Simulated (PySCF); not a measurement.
Job file and geometry (Å, from GFN2-xTB) of an NMR shielding run on SMILES C1CC[C+](CCCC)C1, [C₉H₁₇]+, PySCF 2.14.0, density-fitted response routines, GIAO PBE0/pcSseg-1 NMR shielding, non-relativistic, gas phase; density fitting, a coarse starting grid and PySCF grid level 2 are the driver's defaults:

```
{"job": {"kind": "nmr", "xc": "PBE0", "basis": "pcSseg-1"}, "charge": 1, "multiplicity": 1}
C      3.795213     0.592924     0.112073
C      2.704859     0.150932    -0.858110
C      1.354505     0.183410    -0.149796
C      0.217184    -0.272119    -1.130814
C     -1.008900    -0.247702    -0.369792
C     -1.518031    -1.361381     0.418900
C     -2.586823    -0.767115     1.343786
C     -3.111563     0.424988     0.539948
C     -1.867298     0.919613    -0.208475
H      4.757086     0.583577    -0.393090
H      3.610480     1.601383     0.473601
H      3.851868    -0.077382     0.966068
H      2.917377    -0.857856    -1.213770
H      2.687646     0.817244    -1.721332
H      1.148269     1.197349     0.193803
H      1.379964    -0.480036     0.714973
H      0.474052    -1.276220    -1.469804
H      0.208189     0.425733    -1.967921
H     -0.747342    -1.961764     0.906397
H     -1.995606    -2.042766    -0.303245
H     -2.124828    -0.429768     2.272457
H     -3.367545    -1.480093     1.593066
H     -3.555359     1.192615     1.167761
H     -3.862808     0.097900    -0.179605
H     -2.065451     1.452259    -1.141534
H     -1.316186     1.636889     0.417729
```

**Question.** What does the program print?

**Answer.** 
```
coarse grid: 20320 points
cycle   1  E = -352.3137643857  dE =  1.250e+00  |g| = 4.900e-01  |ddm| = 4.363e+00
cycle   2  E = -352.2471895511  dE =  6.657e-02  |g| = 7.111e-01  |ddm| = 1.162e+00
cycle   3  E = -352.3758596274  dE = -1.287e-01  |g| = 9.875e-02  |ddm| = 6.868e-01
cycle   4  E = -352.3780501334  dE = -2.191e-03  |g| = 4.067e-02  |ddm| = 1.296e-01
cycle   5  E = -352.3784556507  dE = -4.055e-04  |g| = 7.906e-03  |ddm| = 4.152e-02
cycle   6  E = -352.3784686470  dE = -1.300e-05  |g| = 2.694e-03  |ddm| = 8.995e-03
cycle   7  E = -352.3784705147  dE = -1.868e-06  |g| = 3.950e-04  |ddm| = 3.024e-03
final grid: 192200 points
cycle   8  E = -352.4336842293  dE = -6.545e-05  |g| = 1.021e-02  |ddm| = 4.531e-02
cycle   9  E = -352.4336763229  dE =  7.906e-06  |g| = 1.174e-02  |ddm| = 1.824e-02
cycle  10  E = -352.4337116814  dE = -3.536e-05  |g| = 7.127e-04  |ddm| = 9.909e-03
cycle  11  E = -352.4337117874  dE = -1.060e-07  |g| = 3.118e-04  |ddm| = 8.872e-04
cycle  12  E = -352.4337118111  dE = -2.366e-08  |g| = 7.472e-05  |ddm| = 3.462e-04
cycle  13  E = -352.4337118123  dE = -1.181e-09  |g| = 2.475e-05  |ddm| = 9.299e-05
cycle  14  E = -352.4337118124  dE = -1.503e-10  |g| = 1.869e-06  |ddm| = 2.217e-05
converged SCF energy = -352.4337118124

GIAO shielding tensors (ppm)
atom      isotropic    diamagn.    paramagn.     s11        s22        s33       span
  0 C      168.381     244.546     -76.165    155.621    161.722    187.800     32.180
  1 C      150.738     247.521     -96.783    133.349    146.118    172.748     39.399
  2 C      132.961     256.055    -123.094    107.305    123.001    168.576     61.271
  3 C      124.526     253.354    -128.828     75.413    138.043    160.122     84.709
  4 C     -158.352     266.648    -425.000   -304.926   -300.559    130.430    435.356
  5 C      122.771     251.191    -128.420     96.632    125.505    146.177     49.544
  6 C      156.064     252.106     -96.042    124.098    169.263    174.831     50.733
  7 C      156.744     251.952     -95.209    123.794    169.956    176.480     52.686
  8 C      125.277     251.134    -125.856    102.404    121.719    151.709     49.305
  9 H       29.829      24.346       5.483     25.103     26.633     37.751     12.648
 10 H       30.503      28.197       2.306     26.177     28.884     36.450     10.273
 11 H       30.470      28.232       2.238     26.129     28.853     36.428     10.299
 12 H       29.623      30.625      -1.002     25.087     29.448     34.334      9.247
 13 H       29.501      30.537      -1.036     24.974     29.452     34.077      9.103
 14 H       30.162      36.558      -6.396     25.349     32.231     32.907      7.558
 15 H       29.807      36.648      -6.841     25.190     32.048     32.182      6.992
 16 H       27.622      34.029      -6.407     23.921     28.026     30.919      6.998
 17 H       27.534      33.971      -6.437     23.832     27.867     30.902      7.070
 18 H       27.332      32.007      -4.675     23.528     27.473     30.994      7.466
 19 H       28.012      29.350      -1.337     22.495     27.733     33.809     11.314
 20 H       29.374      31.067      -1.693     25.108     27.553     35.462     10.354
 21 H       28.756      27.981       0.775     23.975     26.328     35.964     11.989
 22 H       28.790      28.031       0.759     24.062     26.366     35.941     11.879
 23 H       29.259      29.250       0.009     24.473     27.364     35.941     11.467
 24 H       27.559      30.206      -2.647     22.524     28.056     32.096      9.572
 25 H       27.776      31.666      -3.891     22.682     27.959     32.687     10.006
```

**Question.** Turn these shieldings into chemical shifts. Shifts are taken against calculated references (same method and geometry level): $^{13}$C (σref 186.93), $^{1}$H (σref 31.72) vs TMS.

**Answer.** Averaging equivalent atoms: C 4: 345.3; C 5/8: 62.9; C 3: 62.4; C 2: 54.0; C 1: 36.2; C 6/7: 30.5; C 0: 18.5; H 16/17: 4.14; H 18/19/24/25: 4.05; H 20/21/22/23: 2.67; H 12/13: 2.16; H 14/15: 1.73; H 9/10/11: 1.45 ppm. 

Size and cost of the density-fitted run: 238 basis functions, 70 s wall time on 1 thread of an x86-64 server CPU, shared host.
